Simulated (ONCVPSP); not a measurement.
**Ranking ONCV potentials for bromine (Br)**

All share these settings but for the change named:

* Element: bromine (Br)
* Generator: ONCVPSP 4.0.1
* Type: optimised norm-conserving Vanderbilt (ONCV)
* Functional: LDA (Perdew-Zunger)
* Relativity: scalar-relativistic
* Frozen core: [Ne]
* Valence charge: 25
* Reference configuration: 3s2 3p6 3d10 4s2 4p4 (charge +1)
* Partial waves: 3s+4s: rc 0.90 bohr, ncon 4, nbas 9, qcut 16.5 1/bohr, 2 projectors; 3p+4p: rc 1.00 bohr, ncon 4, nbas 8, qcut 15.1 1/bohr, 2 projectors; 3d: rc 0.55 bohr, ncon 4, nbas 8, qcut 18.6 1/bohr, local
* Local potential: the d channel
* Core correction: Teter function, fcfact 2.25, rcfact 1.3

Cutoff: the first of the cutoffs (Ha) at which the residual kinetic energy of the hardest occupied pseudo-wave falls to 1 and 0.1 mHa per electron; the density cutoff is not measured.

The base gives 733 Ha.

Of 5 variants that were run, those that failed, showed a ghost or another fault, or gave nearly equal values are left out.

(1) Rank these variants from softest to hardest (loose cutoff).
A. all radii but the core radius scaled by about 0.78 (s 0.70, p 0.78, d 0.42 bohr)
B. all radii but the core radius scaled by about 0.91 (s 0.82, p 0.92, d 0.50 bohr)
C. all radii but the core radius scaled by about 1.12 (s 1.00, p 1.12, d 0.62 bohr)
D. all radii but the core radius scaled by about 1.31 (s 1.18, p 1.30, d 0.72 bohr)
E. all radii but the core radius scaled by about 1.18 (s 1.06, p 1.18, d 0.66 bohr)

Results:

(1) D (164 Ha), E (237 Ha), C (487 Ha), B (926 Ha), A (1366 Ha).
